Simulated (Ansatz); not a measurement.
GaH6P3, SMILES [PH2][Ga]([PH2])[PH2].

The structure is a stationary point at PBE0-D3(BJ)/def2-SVP. The structure was generated by enumeration; whether it is a known compound was not checked. The values are those of a single conformer.

Two levels are set side by side: PBE/def2-SVPD (Ansatz, an electronic-structure program) and PBE0/def2-SVPD (Ansatz). Energy differences of separate SCF runs at the same geometry; the states with an electron removed or added have multiplicity 2 and 2. Differences are taken from unrounded values.

```
quantity                           PBE0   PBE  PBE minus PBE0
---------------------------------  ----  ----  --------------
vertical ionisation energy (eV)    8.77  8.50           -0.27
vertical singlet–triplet gap (eV)  3.91  3.68           -0.23
```
